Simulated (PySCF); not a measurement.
**Correlation energy of Kr+ (krypton, charge +1)**

[Ar] 3d10 4s2 4p5, 2P determinant. Calculation: PySCF 2.14, in Sapporo-DKH3-DZP-2012; scalar relativity by spin-free X2C-1e. Frozen: [Ar] 3d10; 7 electrons correlated.

MP2 pair energies summed by pair of shells (mhartree):

| pair | energy | share (%) |
| --- | --- | --- |
| 4p-4p | -68.40 | 68.4 |
| 4s-4p | -26.14 | 26.1 |
| 4s-4s | -5.43 | 5.4 |

Total MP2 correlation energy: -99.97 mhartree.

Same-spin part -25.92 and opposite-spin part -74.05 mhartree; SCS-MP2 scales them by 1/3 and 6/5 to -97.50 mhartree.

| level | correlation energy (mhartree) |
| --- | --- |
| CCSD | -113.83 |
| (T) | -1.32 |
| CCSD(T) | -115.15 |

Diagnostics: T1 = 0.0052, D1 = 0.0176, largest double amplitude 0.048.

Problem. Is a single reference adequate?

Solution. Yes, within this model without spin-orbit coupling: T1 lies below 0.03 and no double amplitude reaches 0.07.
